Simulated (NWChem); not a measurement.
System: C₂H₆Mg; SMILES [CH3][Mg][CH3]

Output (shortened):

```
             Northwest Computational Chemistry Package (NWChem) 7.3.0
             --------------------------------------------------------

                             Geometry "geometry" -> ""
                             -------------------------

 Output coordinates in angstroms (scale by  1.889725989 to convert to a.u.)

  No.       Tag          Charge          X              Y              Z
 ---- ---------------- ---------- -------------- -------------- --------------
    1 Mg                  12.0000     0.00000000     0.00000000    -0.41509400
    2 C                    6.0000     2.09924600    -0.00052600    -0.41504900
    3 H                    1.0000     2.51560100    -0.34056200     0.54948000
    4 H                    1.0000     2.51482500     1.00519300    -0.60258700
    5 H                    1.0000     2.51581200    -0.66541700    -1.19202100
    6 C                    6.0000    -2.09924600     0.00052600    -0.41504900
    7 H                    1.0000    -2.51482500    -1.00519300    -0.60258700
    8 H                    1.0000    -2.51581200     0.66541700    -1.19202100
    9 H                    1.0000    -2.51560100     0.34056200     0.54948000

 Effective nuclear repulsion energy (a.u.)      78.8540218347

                              NWChem Property Module
                              ----------------------

  itol2e modified to match energy
  convergence criterion.

                                 NWChem DFT Module
                                 -----------------

 Summary of "ao basis" -> "ao basis" (spherical)
 ------------------------------------------------------------------------------
       Tag                 Description            Shells   Functions and Types
 ---------------- ------------------------------  ------  ---------------------
 Mg                         pcsseg-1                 8       16   4s4p
 C                          pcsseg-1                 7       17   3s3p1d
 H                          pcsseg-1                 3        5   2s1p

  itol2e modified to match energy
  convergence criterion.

            General Information
            -------------------
          SCF calculation type: DFT
          Wavefunction type:  closed shell.
          No. of atoms     :     9
          No. of electrons :    30
           Alpha electrons :    15
            Beta electrons :    15
          Charge           :     0
          Spin multiplicity:     1
          Use of symmetry is: off; symmetry adaption is: off
          Maximum number of iterations: 150
          AO basis - number of functions:    80
                     number of shells:    40
          Convergence on energy requested:  1.00D-07
          Convergence on density requested:  1.00D-05
          Convergence on gradient requested:  5.00D-04

              XC Information
              --------------
                         B3LYP Method XC Potential
                     Hartree-Fock (Exact) Exchange  0.200
                        Slater Exchange Functional  0.800 local
                    Becke 1988 Exchange Functional  0.720 non-local
              Lee-Yang-Parr Correlation Functional  0.810
                  VWN I RPA Correlation Functional  0.190 local

             Grid Information
             ----------------
          Grid used for XC integration:  fine
          Radial quadrature: Mura-Knowles
          Angular quadrature: Lebedev.
          Tag              B.-S. Rad. Rad. Pts. Rad. Cut. Ang. Pts.
          ---              ---------- --------- --------- ---------
          Mg                  1.50      123          10.0       770
          C                   0.70       70          12.0       590
          H                   0.35       60          13.0       590
          Grid pruning is: on
          Number of quadrature shells:   623
          Spatial weights used:  Erf1

      Superposition of Atomic Density Guess
      -------------------------------------

 Sum of atomic energies:        -277.89045500

      Non-variational initial energy
      ------------------------------

 Total energy =    -279.062854
 1-e energy   =    -538.871735
 2-e energy   =     180.954859
 HOMO         =      -0.302238
 LUMO         =      -0.052953

   convergence    iter        energy       DeltaE   RMS-Dens  Diis-err
 ---------------- ----- ----------------- --------- --------- ---------
 d= 0,ls=0.0,diis     1   -279.8546113210 -3.59D+02  7.32D-03  4.03D-01
 d= 0,ls=0.0,diis     2   -279.8701205271 -1.55D-02  4.44D-03  1.70D-01
 d= 0,ls=0.0,diis     3   -279.8864395051 -1.63D-02  1.49D-03  5.34D-02
 d= 0,ls=0.0,diis     4   -279.8934584921 -7.02D-03  5.69D-05  2.11D-05
 d= 0,ls=0.0,diis     5   -279.8934610075 -2.52D-06  1.44D-05  1.52D-06
 d= 0,ls=0.0,diis     6   -279.8934611694 -1.62D-07  1.87D-06  2.07D-08
 d= 0,ls=0.0,diis     7   -279.8934611713 -1.84D-09  3.65D-07  1.06D-09

         Total DFT energy =     -279.893461171288
      One electron energy =     -542.595228135470
           Coulomb energy =      213.453415267970
    Exchange-Corr. energy =      -29.605670138516
 Nuclear repulsion energy =       78.854021834728

 Numeric. integr. density =       29.999999500679

                       DFT Final Molecular Orbital Analysis
                       ------------------------------------

 Vector   13  Occ=2.000000D+00  E=-3.646091D-01
              MO Center= -3.1D-05,  3.4D-06, -2.9D-01, r^2= 6.6D+00
   Bfn.  Coefficient  Atom+Function         Bfn.  Coefficient  Atom+Function
  ----- ------------  ---------------      ----- ------------  ---------------
    34      0.250376  3 H  s                 76     -0.250379  9 H  s
    25      0.217366  2 C  pz                57     -0.217369  6 C  pz
    44     -0.201285  5 H  s                 71      0.201289  8 H  s
    28      0.173383  2 C  pz                60     -0.173385  6 C  pz
    22      0.117653  2 C  pz                54     -0.117655  6 C  pz

 Vector   14  Occ=2.000000D+00  E=-2.777480D-01
              MO Center=  8.6D-07, -2.0D-10, -4.2D-01, r^2= 4.2D+00
   Bfn.  Coefficient  Atom+Function         Bfn.  Coefficient  Atom+Function
  ----- ------------  ---------------      ----- ------------  ---------------
     3      0.381790  1 Mg s                  2     -0.282131  1 Mg s
    26     -0.235186  2 C  px                58      0.235186  6 C  px
    23     -0.224497  2 C  px                55      0.224497  6 C  px
    19      0.126233  2 C  s                 51      0.126233  6 C  s
    20     -0.112105  2 C  px                52      0.112105  6 C  px

 Vector   15  Occ=2.000000D+00  E=-2.330305D-01
              MO Center= -8.2D-07,  2.1D-10, -4.2D-01, r^2= 4.7D+00
   Bfn.  Coefficient  Atom+Function         Bfn.  Coefficient  Atom+Function
  ----- ------------  ---------------      ----- ------------  ---------------
    26      0.295982  2 C  px                58      0.295982  6 C  px
    23      0.265995  2 C  px                55      0.265995  6 C  px
    19     -0.173327  2 C  s                 51      0.173327  6 C  s
    14     -0.163422  1 Mg px                20      0.132833  2 C  px
    52      0.132833  6 C  px                 8      0.089011  1 Mg px

 Vector   16  Occ=0.000000D+00  E=-2.474871D-02
              MO Center=  3.2D-08,  1.7D-09, -4.2D-01, r^2= 7.5D+00
   Bfn.  Coefficient  Atom+Function         Bfn.  Coefficient  Atom+Function
  ----- ------------  ---------------      ----- ------------  ---------------
     4      1.195191  1 Mg s                 19     -0.545045  2 C  s
    51     -0.545045  6 C  s                 26      0.241895  2 C  px
    58     -0.241895  6 C  px                 2     -0.131789  1 Mg s
    18     -0.124127  2 C  s                 50     -0.124127  6 C  s
    23      0.112915  2 C  px                55     -0.112915  6 C  px

 Vector   17  Occ=0.000000D+00  E= 4.933823D-02
              MO Center=  1.1D-08,  5.3D-08, -4.1D-01, r^2= 3.0D+00
   Bfn.  Coefficient  Atom+Function         Bfn.  Coefficient  Atom+Function
  ----- ------------  ---------------      ----- ------------  ---------------
    16      1.021622  1 Mg pz                 7     -0.131214  1 Mg pz
    34     -0.128053  3 H  s                 76     -0.128053  9 H  s
    10     -0.108337  1 Mg pz                44      0.103163  5 H  s
    71      0.103163  8 H  s                 13     -0.062951  1 Mg pz
    35     -0.058910  3 H  s                 77     -0.058909  9 H  s

 Vector   18  Occ=0.000000D+00  E= 4.936357D-02
              MO Center=  1.4D-08, -5.3D-08, -4.2D-01, r^2= 3.0D+00
   Bfn.  Coefficient  Atom+Function         Bfn.  Coefficient  Atom+Function
  ----- ------------  ---------------      ----- ------------  ---------------
    15      1.021784  1 Mg py                39     -0.133423  4 H  s
    66      0.133423  7 H  s                  6     -0.131220  1 Mg py
     9     -0.108338  1 Mg py                44      0.088329  5 H  s
    71     -0.088328  8 H  s                 12     -0.062967  1 Mg py
    40     -0.059780  4 H  s                 67      0.059780  7 H  s

     Multipole analysis of the density
     ---------------------------------

     L   x y z        total         alpha         beta         nuclear
     -   - - -        -----         -----         ----         -------
     0   0 0 0      0.000000    -15.000000    -15.000000     30.000000

     1   1 0 0     -0.000000     -0.000000     -0.000000     -0.000000
     1   0 1 0      0.000000      0.000000      0.000000      0.000000
     1   0 0 1     -0.000070     11.765373     11.765373    -23.530815

     2   2 0 0    -27.360380   -175.888308   -175.888308    324.416236
     2   1 1 0      0.002913      0.035463      0.035463     -0.068014
     2   1 0 1      0.000000      0.000000      0.000000      0.000000
     2   0 2 0    -17.562030    -14.384647    -14.384647     11.207263
     2   0 1 1     -0.000000     -0.000000     -0.000000      0.000000
     2   0 0 2    -17.561578    -23.612725    -23.612725     29.663872

          -----------------------------------------
          Chemical Shielding Tensors (GIAO, in ppm)
          -----------------------------------------

                                NWChem CPHF Module
                                ------------------

  scftype          =     RHF
  nclosed          =       15
  nopen            =        0
  variables        =      975
  # of vectors     =        3
  tolerance        = 0.10D-03
  level shift      = 0.00D+00
  max iterations   =       50
  max subspace     =       30

 SCF residual:    3.7510414869474674E-006

Iterative solution of linear equations
  No. of variables      975
  No. of equations        3
  Maximum subspace       30
        Iterations       50
       Convergence  1.0D-04

   iter   nsub   residual    time
   ----  ------  --------  ---------
     1      3    4.14D-01      13.8
     2      6    1.57D-02      15.4
     3      9    6.57D-04      16.9
     4     12    3.38D-05      18.5

      Atom:    1  Mg
        Diamagnetic
    712.4501      0.0020      0.0000
      0.0020    710.6493      0.0000
      0.0000      0.0000    710.6499

        Paramagnetic
     -5.5187     -0.2125     -0.0000
     -0.2125   -474.1813      0.0000
     -0.0000      0.0000   -474.1914

        Total Shielding Tensor
    706.9314     -0.2105     -0.0000
     -0.2105    236.4680      0.0000
     -0.0000      0.0000    236.4584

           isotropic =     393.2860
          anisotropy =     470.4684

          Principal Components and Axis System
                 1           2           3
              706.9315    236.4679    236.4584

      1         1.0000      0.0004     -0.0000
      2        -0.0004      1.0000     -0.0000
      3        -0.0000      0.0000      1.0000

      Atom:    2  C
        Diamagnetic
    253.6214     -0.0017      0.0001
     -0.0017    248.6286     -0.0010
      0.0001     -0.0010    248.6255

        Paramagnetic
    -59.5021     -0.0084     -0.0013
     -0.0084    -42.6323      0.0025
     -0.0013      0.0025    -42.6219

        Total Shielding Tensor
    194.1192     -0.0101     -0.0011
     -0.0101    205.9964      0.0015
     -0.0011      0.0015    206.0036

           isotropic =     202.0397
          anisotropy =       5.9463

          Principal Components and Axis System
                 1           2           3
              206.0039    205.9961    194.1192

      1        -0.0003     -0.0008      1.0000
      2         0.1954      0.9807      0.0008
      3         0.9807     -0.1954      0.0001

      Atom:    3  H
        Diamagnetic
     29.5446     -1.8391      5.2134
     -1.8391     26.2515     -3.5493
      5.2134     -3.5493     35.0678

        Paramagnetic
      1.9011      0.3362     -0.9590
      0.3362      3.0508      0.7120
     -0.9590      0.7120      1.2940

        Total Shielding Tensor
     31.4457     -1.5029      4.2545
     -1.5029     29.3023     -2.8373
      4.2545     -2.8373     36.3619

           isotropic =      32.3699
          anisotropy =      11.1425

          Principal Components and Axis System
                 1           2           3
               39.7983     29.0083     28.3033

      1         0.4753      0.8798      0.0052
      2        -0.2924      0.1523      0.9441
      3         0.8298     -0.4502      0.3296
```

Level: B3LYP/pcSseg-1, GIAO. The geometry was optimised at PBE0/def2-SVP. The printed shielding anisotropy is the first printed principal value minus the mean of the other two.

### Question
Write an input that gives this output.

### Answer
One answer among several that fit: the input that was run:
```
start job
memory heap 200 mb stack 900 mb global 1100 mb
geometry units angstroms noautosym nocenter noautoz
  Mg     0.000000     0.000000    -0.415094
  C      2.099246    -0.000526    -0.415049
  H      2.515601    -0.340562     0.549480
  H      2.514825     1.005193    -0.602587
  H      2.515812    -0.665417    -1.192021
  C     -2.099246     0.000526    -0.415049
  H     -2.514825    -1.005193    -0.602587
  H     -2.515812     0.665417    -1.192021
  H     -2.515601     0.340562     0.549480
end
basis spherical
  * library pcsseg-1
end
dft
  xc b3lyp
  iterations 150
end
property
  shielding 3 1 2 3
end
task dft property
```
